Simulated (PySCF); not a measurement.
**Excited states of Se⁶⁺ (selenium, charge +6)**

Ground state [Ar] 3d10, ¹S. Computed with PySCF 2.14 in aug-cc-pVQZ-PP with ECP10MDF, with scalar relativity through the core potential. Vertical excitation energies in eV without spin-orbit coupling; excited terms of each kind are numbered among those the solver found. Frozen: 3s2 3p6.

```json
{"term": "1 3D", "leading excitation": "3d → s", "EOM-EE-CCSD": "54.683"}
{"term": "1 1D", "leading excitation": "3d → s", "EOM-EE-CCSD": "55.570"}
{"term": "1 3P°", "leading excitation": "3d → p", "EOM-EE-CCSD": "69.825"}
{"term": "1 3F°", "leading excitation": "3d → p", "EOM-EE-CCSD": "70.485"}
{"term": "1 1F°", "leading excitation": "3d → p", "EOM-EE-CCSD": "71.034"}
{"term": "1 1D°", "leading excitation": "3d → p", "EOM-EE-CCSD": "71.669"}
{"term": "1 3D°", "leading excitation": "3d → p", "EOM-EE-CCSD": "71.677"}
{"term": "1 1P°", "leading excitation": "3d → p", "EOM-EE-CCSD": "72.108"}
{"term": "1 3G", "leading excitation": "3d → d", "EOM-EE-CCSD": "93.586"}
{"term": "1 1G", "leading excitation": "3d → d", "EOM-EE-CCSD": "93.855"}
```

The solver can miss terms.
